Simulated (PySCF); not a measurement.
Al(H)2(PH2) (AlH4P), SMILES [AlH2][PH2].

Coordinates come from a PBE-D3(BJ)/def2-TZVP optimisation.

Method: IEF-PCM-ωB97X/def2-SVP in PySCF.

The values are the electrostatic part of the solvation free energy, E(continuum) − E(gas) at the gas-phase geometry, in a cavity of scaled van der Waals radii (PySCF's table); cavitation and dispersion terms are not included. A continuum can't describe solvent molecules that bind to the metal. In vacuum the orbital gap is 9.72 eV. The dipole moment in vacuum is 1.01 D.

Estimate the values in water (ε = 78.36), diethylether (ε = 4.24), chloroform (ε = 4.71). (The exact figures need the calculation; the answer reports its results.)


```tsv
solvent	ε	ΔG(elec) (kcal/mol)	dipole (D)	gap (eV)
water	78.36	-5.1	1.47	10.20
diethylether	4.24	-3.4	1.30	10.04
chloroform	4.71	-3.5	1.32	10.05
```
